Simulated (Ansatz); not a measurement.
Species: GaHF2, charge 0, singlet. GaHF2 (SMILES [F][GaH][F]).
B3LYP-D3(BJ)/def2-TZVP minimum from Ansatz (an electronic-structure program):
```
Ga
F 1 1.7505
F 1 1.7505 2 111.89
H 1 1.5364 2 124.06 3 -180.00
```
Charge 0, spin multiplicity 1.

Atomisation energy term by term, kcal/mol (programs: Ansatz). Open shells are spin-unrestricted; no spin-orbit coupling. Cores are frozen in correlated methods (noble-gas shells, and filled d and f shells in the p block). No relativity. CBS(X,Y): correlation extrapolated as X^-3, Hartree-Fock from the larger set (Q,5: extrapolated as (X+1)exp(-9√X)). A bracket is a step between two methods taken in the basis named. Where a partner has so few electrons that a lower coupled-cluster level is exact, that level stands in.

| term | basis | kcal/mol |
|---|---|---|
| Hartree-Fock | CBS(cc-pVQZ,cc-pV5Z) | 212.52 |
| CCSD correlation | CBS(cc-pVQZ,cc-pV5Z) | 85.84 |
| (T) | CBS(cc-pVQZ,cc-pV5Z) | 6.75 |
| CCSDT(Q) - CCSD(T) | cc-pVTZ | 0.07 |
| sum: De |  | 305.2 |

The step beyond CCSD(T) by other levels: CCSDT(Q) in cc-pVDZ 0.65 kcal/mol.
